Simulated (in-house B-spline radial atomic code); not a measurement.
**Cu9+: [Ar] 3d2**

Level of theory: non-relativistic B97-1, spin-polarised, spherical fractional occupations, exact exchange averaged over the configuration, point nucleus; calculated with a B-spline radial code for spherical atoms.

Effective charges: Z_r = [3n² - l(l+1)]/(2<r>) from the radius, Z_e = n√(-2ε) from the energy, and Slater's rules. Values are occupation-weighted means over spin.

```csv
shell,electrons,ε (eV),<r> (bohr),Z_r,Z_e,Slater
1s,2,-9025.8,0.05291,28.35,25.76,28.70
2s,2,-1298.6,0.238,25.21,19.54,24.85
2p,6,-1167.3,0.2074,24.11,18.53,24.85
3s,2,-329.57,0.6628,20.37,14.77,17.75
3p,6,-286.48,0.6658,18.77,13.77,17.75
3d,2,-219.61,0.6432,16.32,12.05,10.65
```

The least bound orbital is 3d up at -219.6 eV, while the most diffuse is 3p down (<r> = 0.6677 bohr against 0.6432 bohr): energy order and size order differ.

The density falls to 0.001 bohr⁻³ at 1.824 bohr; Σ<r²> = 5.5168 bohr² gives, by the non-relativistic formula and without the paramagnetism of open shells, a Langevin diamagnetic susceptibility of -4.369×10⁻⁶ cm³/mol.
